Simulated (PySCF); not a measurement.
## Stretching SrSe

Set-up: PySCF, scalar-relativistic core potentials, basis sets Sr def2-SVP with ECP28, Se def2-SVP. Energies in eV from Sr + Se in their ground configurations at the same level. State: ¹Σ⁺ (singlet), closed shell.

Curves on a restricted Hartree–Fock reference rise too fast on stretching and do not dissociate correctly.

```
R (Å)  RHF-MP2    PBE0     PBE  PBEsol
2.226   -1.113  -2.056  -2.281  -2.639
2.329   -1.866  -2.728  -2.955  -3.283
2.433   -2.303  -3.096  -3.333  -3.631
2.510   -2.478  -3.224  -3.472  -3.750
2.588   -2.554  -3.258  -3.518  -3.777
2.666   -2.556  -3.218  -3.493  -3.734
2.769   -2.475  -3.081  -3.378  -3.598
2.899   -2.286  -2.821  -3.147  -3.342
3.054   -1.989  -2.437  -2.799  -2.967
3.261   -1.521  -1.888  -2.290  -2.428
```

Put a parabola through the three lowest points of the RHF-MP2 curve and estimate Re, k and ωe (reduced mass 41.86 u; 1 eV/Å² = 0.16022 mdyn/Å; ωe = 1302.8·√(k/μ) cm⁻¹).

Through R = 2.588, 2.666, 2.769 Å the second-order coefficient is 4.49 eV/Å², so Re ≈ 2.630 Å, k ≈ 1.44 mdyn/Å and ωe ≈ 241 cm⁻¹. A polynomial fit of higher order to the unrounded RHF-MP2 energies gives Re = 2.628 Å, k = 1.70 mdyn/Å, ωe = 262 cm⁻¹; anharmonicity and rounding make the difference.

The higher-order fit for each curve: RHF-MP2: Re = 2.628 Å, ωe = 262 cm⁻¹, De = 2.56 eV; PBE0: Re = 2.581 Å, ωe = 283 cm⁻¹, De = 3.26 eV; PBE: Re = 2.596 Å, ωe = 272 cm⁻¹, De = 3.52 eV; PBEsol: Re = 2.576 Å, ωe = 280 cm⁻¹, De = 3.78 eV.

Correlated steps freeze 9 core orbitals. Correlated levels converge slowly with the basis: in double zeta they bind strong bonds too weakly, by up to about 1 eV, and carry superposition errors of some tenths. Where the molecule has an RHF reference, its open-shell atoms are computed with UHF.
